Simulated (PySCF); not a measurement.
## Structure elucidation problem

The spectra below were simulated for a compound C7H8F2O.

¹H NMR (300 MHz, computed): δ 6.69 (m, 1H), 5.20 (m, 1H), 5.19 (m, 1H), 2.79 (m, 2H), 2.60 (m, 1H), 2.34 (m, 2H).

¹³C{¹H} NMR (computed): δ 175.4 (C), 151.1 (CH), 122.1 (CH2), 90.7 (C), 42.9 (CH2, 2C), 33.0 (CH).

[PySCF 2.14: PBE0-D3(BJ)/def2-SVP geometry; shieldings: GIAO B3LYP/pcSseg-1; equivalent nuclei averaged; a single conformation; isolated molecule; non-relativistic Hamiltonian]

δ = σ(ref) − σ, references computed at the same level: TMS for ¹H (31.38 ppm) and ¹³C (179.24 ppm).

Question: Propose a structure and justify it.

Answer: 
- The formula gives 3 degrees of unsaturation (1 ring in the answer).
- 6 carbon signals for 7 carbons: some carbons are equivalent by symmetry or fast rotation.
- Carbon types of the structure: 2 × C, 2 × CH, 3 × CH2, which accounts for all hydrogens.
- δC 175.4: carbonyl carbon.
- δC 151.1: alkene CH; as expected for a trigonal carbon in a double bond.
- δC 122.1: terminal =CH2 carbon; as expected for a trigonal carbon in a double bond.
- δC 90.7: fully substituted sp3 carbon bonded to F, α to a carbonyl; pulled downfield by the heteroatom.
- δC 42.9: sp3 CH2 in a ring; a saturated carbon with 2 carbon neighbours and no heteroatom attached.
- δH 6.69: hydrogen on an alkene CH; attached to an sp2 carbon and in the plane of the double bond.
- δH 5.20, 5.19: hydrogen on a terminal =CH2 carbon; olefinic region.

The compound is SMILES FC([C@]1(F)C[C@H](C=C)C1)=O.

The data come from this structure; uniqueness wasn't tested.

Splittings by ¹⁹F in the carbon and heteronuclear signals aren't shown, as no couplings were computed. Shifts are as computed. Against solution values, carbons near 30 ppm lie about +2 ppm off and those near 130 ppm about +6 ppm. Of 1309 compounds with measured shifts, 239 miss one by over three times the rms of a fit or turn the order of signals round; such compounds aren't used in these exercises. No couplings were computed; multiplicities are counted from neighbouring protons, with m where these are inequivalent, close in shift, in a saturated or five-membered ring or joined by F or P, and br s for small geminal =CH2 splittings.
